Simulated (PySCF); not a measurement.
# Vertical excitation energies

H9N3OSi3.
SMILES: `[SiH2]1N[SiH](N[SiH2]N1)O`

Method: PySCF, TDDFT wB97X-D/def2-SVPD, vertical, gas phase, core orbitals frozen in the response. Isolated species at its GFN2-xTB geometry (one conformer only).

| state | λ (nm) | E (eV) | f | main configurations (H = HOMO, L = LUMO) |
| --- | --- | --- | --- | --- |
| S1 | 188.5 | 6.58 | 0.0016 | H→L+1 (78%), H-2→L+1 (12%) |
| S2 | 182.2 | 6.81 | 0.0027 | H-1→L (51%), H→L+3 (19%) |
| S3 | 179.5 | 6.91 | 0.0025 | H→L (44%), H-1→L+3 (25%), H→L+2 (9%) |
| S4 | 175.6 | 7.06 | 0.0019 | H-1→L+1 (69%), H-1→L (10%) |
| S5 | 167.9 | 7.38 | 0.029 | H-2→L (46%), H→L+2 (9%) |
| S6 | 167.4 | 7.40 | 0.038 | H-2→L+1 (58%), H→L+5 (11%) |
| S7 | 164.4 | 7.54 | 0.0030 | H→L+4 (30%), H→L+3 (25%), H-2→L+3 (12%) |
| S8 | 160.6 | 7.72 | 0.025 | H→L+5 (37%), H→L+2 (22%), H-1→L+4 (15%) |

Triplets (Tamm–Dancoff): T1 6.34 eV, H→L+1 (71%), H-2→L+1 (12%); T2 6.60 eV, H-1→L (43%), H→L+3 (19%), H-1→L+1 (10%); T3 6.70 eV, H→L (34%), H-1→L+3 (27%).

The lowest singlet lies at 6.58 eV (189 nm, vacuum ultraviolet) and is very weak; its leading configuration is HOMO→LUMO+1 (78%). The strongest level in the table is S6 at 7.40 eV (167 nm, f = 0.038). Löwdin shares by element: HOMO nitrogen 28% or more, silicon 21% or more, hydrogen 8% or more (atoms not listed hold the other 42%); LUMO silicon 46%, oxygen 16% (atoms not listed hold the other 38%). The listed states span 1.14 eV, and the widest gap between neighbours is 0.32 eV (S4 to S5). Weighted by f, the mean energy of these states is 7.43 eV. Of the 8 states listed, 3 reach f = 0.01 and none stays under 0.0005. The window holds the lowest 8 singlets.

The run took 36 s on an x86-64 server with one thread (shared host).
